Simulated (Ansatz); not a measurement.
Total energies of C$_{2}$H$_{5}$BN$_{2}$O, SMILES `N#CCB(N)O`.

```xyz
11

N     2.218   -1.715   -0.336
C     1.324   -1.245    0.216
C     0.188   -0.607    0.841
B    -0.512    0.488   -0.096
N    -0.026    0.751   -1.374
O    -1.606    1.181    0.355
H    -0.541   -1.376    1.118
H     0.516   -0.137    1.775
H    -0.448    1.433   -1.979
H     0.771    0.277   -1.760
H    -1.886    0.950    1.240
```

Charge 0, multiplicity 1. The structure was optimised at the PBE0-D4/def2-TZVP level. It is one conformer, not always the lowest. Basis def2-TZVPP, Ansatz 0.2.0.

RPA on PBE orbitals: Hartree–Fock energy of these orbitals -287.26733 Eh, correlation -1.64640 Eh (frozen core).

```json
{"functional": "LDA (SPW92)", "energy without D4 (Eh)": "-286.58630", "D4 term (kJ/mol)": "–"}
{"functional": "PBE", "energy without D4 (Eh)": "-288.66504", "D4 term (kJ/mol)": "-20.1"}
{"functional": "revPBE", "energy without D4 (Eh)": "-288.92893", "D4 term (kJ/mol)": "-66.5"}
{"functional": "BLYP", "energy without D4 (Eh)": "-288.93407", "D4 term (kJ/mol)": "-44.8"}
{"functional": "r2SCAN", "energy without D4 (Eh)": "-288.85733", "D4 term (kJ/mol)": "-5.2"}
{"functional": "PBE0", "energy without D4 (Eh)": "-288.68006", "D4 term (kJ/mol)": "-17.0"}
{"functional": "r2SCAN0", "energy without D4 (Eh)": "-288.81958", "D4 term (kJ/mol)": "-6.0"}
{"functional": "HSE06 (plane-wave form)", "energy without D4 (Eh)": "-288.66506", "D4 term (kJ/mol)": "-15.7"}
{"functional": "BHLYP", "energy without D4 (Eh)": "-288.86037", "D4 term (kJ/mol)": "-22.5"}
{"functional": "CAM-B3LYP", "energy without D4 (Eh)": "-288.89091", "D4 term (kJ/mol)": "-17.0"}
{"functional": "LC-ωPBE", "energy without D4 (Eh)": "-288.82437", "D4 term (kJ/mol)": "–"}
{"functional": "ωB97M-V", "energy without D4 (Eh)": "-288.92158", "D4 term (kJ/mol)": "–"}
{"functional": "B2PLYP", "energy without D4 (Eh)": "-288.79868", "D4 term (kJ/mol)": "–"}
{"functional": "PBE-QIDH", "energy without D4 (Eh)": "-288.63952", "D4 term (kJ/mol)": "–"}
```

Question: Give the same for B97M-V, B3LYP, r2SCANh, ωB97X-V. (An estimate is asked.)

Answer: The calculation gave: 
```csv
functional,energy without D4 (Eh),D4 term (kJ/mol)
B97M-V,-288.99159,–
B3LYP,-289.02806,-32.1
r2SCANh,-288.84176,-5.4
ωB97X-V,-288.92873,–
```

B3LYP takes the VWN-RPA correlation (the form of Gaussian; ORCA's B3LYP/G). HSE06 is the plane-wave form, built on full-range PBE exchange. The double hybrids freeze the cores in their second-order part.

LC-ωPBE has ω = 0.4 bohr⁻¹.
